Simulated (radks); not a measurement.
The barium ion Ba0.7+, configuration [Kr] 4d10 5s2 5p(1/2: 2, 3/2: 3.3) 6s2 (fractional occupations, a model configuration). All-electron calculation, Dirac Kohn-Sham, LDA (Slater exchange, Perdew-Wang correlation), spin-unpolarised, spherical densities, finite nucleus; Fermi nuclear charge, rms radius 4.8378 fm. Program: a radial shooting solver on a logarithmic mesh with Libxc functionals.

Normalised radial functions P(r) = r R(r) (large component), r in bohr:

```
   r/bohr * 5p3/2, o 6s1/2 (the largest magnitude, 0.825, reaches the edge; | marks zero, & curves that meet)
  0.00164                             *o
 0.002223                             *o
 0.003037                             *o
 0.004116                             *o
 0.005578                             *o
  0.00756                             |*o
  0.01025                             |*o
  0.01389                             | &
  0.01882                             |o*
   0.0255                             |o  *
  0.03484                             o    *
  0.04722                           o |     *
    0.064                          o  |     *
  0.08673                           o |   *
   0.1175                            &|
   0.1593                      *      | o
   0.2159                    *        |   o
   0.2926                        *    | o
   0.3997                          o  |     *
   0.5418                       o     |             *
   0.7342                            o|        *
   0.9951                     *       |      o
    1.349     *                       |        o
    1.828  *                          | o
    2.477          *        o         |
    3.357           o         *       |
    4.586            o              * |
    6.216                    o        *
    8.424                          o  *
    11.42                             &
```

5p3/2: eigenvalue -24.530 eV, 3 radial nodes at r = 0.113, 0.338, 0.868 bohr, <r> = 1.91 bohr, 90 % of the charge inside 2.78 bohr. 6s1/2: eigenvalue -7.281 eV, 5 radial nodes at r = 0.0316, 0.125, 0.330, 0.776, 1.93 bohr, <r> = 4.17 bohr, 90 % of the charge inside 6.00 bohr.
